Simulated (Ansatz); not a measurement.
```yaml
crystal:
  periodic: [false, false, false]
  atoms:
    - {symbol: Cl, position_ang: [-0.789253, -2.096689, 1.955339]}
    - {symbol: In, position_ang: [0.456090, -1.480675, 0.092227]}
    - {symbol: Cl, position_ang: [2.734953, -1.122148, 0.378076]}
    - {symbol: Cl, position_ang: [-0.277135, -2.200689, -1.992557]}
    - {symbol: As, position_ang: [-0.354182, 1.195178, -0.087099]}
    - {symbol: H, position_ang: [-1.340539, 1.721258, 0.919402]}
    - {symbol: H, position_ang: [0.694296, 2.267798, 0.026032]}
    - {symbol: H, position_ang: [-1.031929, 1.658766, -1.347419]}
basis:
  gaussian: {orbitals: STO-3G}
hamiltonian: {xc: {name: HF}}
correlation: {active_space: {window: {electrons: 6, orbitals: 2}}}
output: {forces: true}
```

```sh
$ ansatz run in.yaml --threads 4 --pin off --events-out ev --progress --plain --max-ram 11315MiB
```

It prints (some lines left out):

```
Functional definition: HF
886 factors; integrals over basis functions are off by at most 2.0e-5 eV
mean field evaluation 1: about -251919.8483 eV, gradient 1.7e1 eV
mean field evaluation 2: about -251919.8728 eV, gradient 1.7e1 eV
mean field evaluation 4: about -251921.8482 eV, gradient 8.1e-1 eV
mean field evaluation 8: about -251921.8526 eV, gradient 3.9e-6 eV
mean field -251921.85259657 eV, -9257.9573241594 hartree, gradient 2.5e-6 eV, S^2 0.000000; 0 other end points of the search recorded, 0 dependent functions left out
reference -251921.85259657 eV, -9257.9573241594 hartree; 68, 68 occupied and 7, 7 virtual orbitals, 886 factors
Error: 6 electrons in 2 orbitals form no window around the highest filled level of the reference
```

In this input the active space doesn't fit the electrons. The run stopped with an error.
